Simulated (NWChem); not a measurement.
## Correlation energy of CF

```
C
F 1 1.2719
```
Charge 0, spin multiplicity 2.

All runs are NWChem calculations. The geometry was optimised at UB3LYP/def2-SVP, a minimum by its harmonic frequencies.

Basis set: 3-21G. Each correlation energy counts from its own Hartree-Fock reference.

The correlated methods keep 2 core orbitals frozen. This spin state was chosen for the runs; another may lie lower. The structure started from a generated list of species. The unpaired electrons of the parent sit in orbitals of symmetry b2 (C2v labels of the run); other states weren't searched. No SCF solution was tested for a lower state. Open-shell Hartree-Fock references start from PBE0 orbitals. Coupled-cluster values serve here as a point of comparison, not as the truth.

### Question
One of these methods gave a correlation energy of -172.1 mHa. Which?
A) CCSD[T] on UHF
B) SCS-UMP2
C) CCSD on UHF
D) UMP2

### Answer
D, UMP2. The others give -167.9 (SCS-UMP2), -182.0 (CCSD on UHF), -188.1 (CCSD[T] on UHF).
